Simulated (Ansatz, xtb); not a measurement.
## Two isomers of C3H7BGe

Structure a is `BCC#[C][GeH3]`, a singlet and structure b is `BC#C[CH2][GeH3]`, a singlet. Both are isolated molecules in the gas phase, relaxed with B3LYP-D3(BJ)/def2-SVP; the shapes shown needn't be the lowest conformers.

a (Å):

```yaml
atoms:
  - { symbol: C, position_ang: [0.3171, -0.8667, 0.9951] }
  - { symbol: C, position_ang: [-0.7458, -0.2948, 0.1813] }
  - { symbol: C, position_ang: [-1.6489, 0.1878, -0.4798] }
  - { symbol: B, position_ang: [0.0902, -0.9683, 2.5461] }
  - { symbol: Ge, position_ang: [-3.0564, 0.9392, -1.5116] }
  - { symbol: H, position_ang: [0.9794, -1.4338, 3.2169] }
  - { symbol: H, position_ang: [-0.9292, -0.6038, 3.0734] }
  - { symbol: H, position_ang: [1.2694, -0.3159, 0.8462] }
  - { symbol: H, position_ang: [0.5700, -1.8918, 0.6500] }
  - { symbol: H, position_ang: [-4.0892, 1.5935, -0.5747] }
  - { symbol: H, position_ang: [-3.7367, -0.1727, -2.3321] }
  - { symbol: H, position_ang: [-2.4806, 2.0030, -2.4653] }
```

b (Å):

```xyz
12

C    -0.5266    0.3301    1.8209
C    -0.6379   -0.4292    0.8625
C    -0.8120   -1.2758   -0.2881
B    -0.3820    1.2473    2.9954
Ge   -2.1043   -0.4354   -1.5634
H     0.4618    2.1104    2.9951
H    -1.1088    1.1322    3.9521
H    -1.2216   -2.2635   -0.0189
H     0.1313   -1.4266   -0.8390
H    -3.4559   -0.2532   -0.8522
H    -2.2562   -1.3814   -2.7717
H    -1.5440    0.9244   -2.0137
```

Quicker runs give these differences E(b) − E(a): GFN2-xTB −22.8 kJ/mol; HF/STO-3G −9.4 kJ/mol (at GFN2-xTB geometries); r2SCAN-D4/def2-SVP −42.2 kJ/mol (at GFN2-xTB geometries).

Q: Estimate E(b) − E(a) at the level CCSD(T)/def2-SVP + ΔMP2/def2-TZVPP.

A: Calculated at CCSD(T)/def2-SVP + ΔMP2/def2-TZVPP: E(b) − E(a) = −28.3 kJ/mol, so structure b lies lower.

Level by level:

```
                             level               geometry  E(b) − E(a) (kJ/mol)  departure from the last row (kJ/mol)  job, with rough time for the two
                          GFN2-xTB               GFN2-xTB                   −22.8                                  +5.5              optimisation, 0.24 s
                         HF/STO-3G               GFN2-xTB                    −9.4                                 +18.9              single point, 0.38 s
                r2SCAN-D4/def2-SVP               GFN2-xTB                   −42.2                                 −13.9                 single point, 2 s
             B3LYP-D3(BJ)/def2-SVP  B3LYP-D3(BJ)/def2-SVP                   −42.3                                 −14.0                optimisation, 39 s
                       HF/def2-SVP  B3LYP-D3(BJ)/def2-SVP                   −20.3                                  +8.0           part of the CCSD(T) run
                      MP2/def2-SVP  B3LYP-D3(BJ)/def2-SVP                   −28.4                                  −0.1           part of the CCSD(T) run
                  CCSD(T)/def2-SVP  B3LYP-D3(BJ)/def2-SVP                   −27.6                                  +0.7                      single point
CCSD(T)/def2-SVP + ΔMP2/def2-TZVPP  B3LYP-D3(BJ)/def2-SVP                   −28.3                                                      single point, 27 s
```

As drawn, both hold the same kinds of bond in the same numbers.

None of the levels shown reverses the order. The largest departure from CCSD(T)/def2-SVP + ΔMP2/def2-TZVPP is that of HF/STO-3G, 18.9 kJ/mol. The last row adds to CCSD(T) the change of the MP2 difference between the two basis sets, here −0.7 kJ/mol.

With thermal terms from frequencies at re-optimised GFN2-xTB minima (ideal gas, soft modes damped towards free rotors, one conformer each, 298.15 K, 1 atm): on the last row, ΔE + ΔZPE = −28.0, ΔH = −28.7, ΔG = −26.5 kJ/mol.

The correlated steps freeze 13 core orbitals; the filled d shell of Ge is correlated, in a basis made for valence electrons. Run with Ansatz 0.2.0, xtb 6.7.1; the last row on 2 threads of Intel(R) Xeon(R) 6975P-C (Granite Rapids) on a shared host.
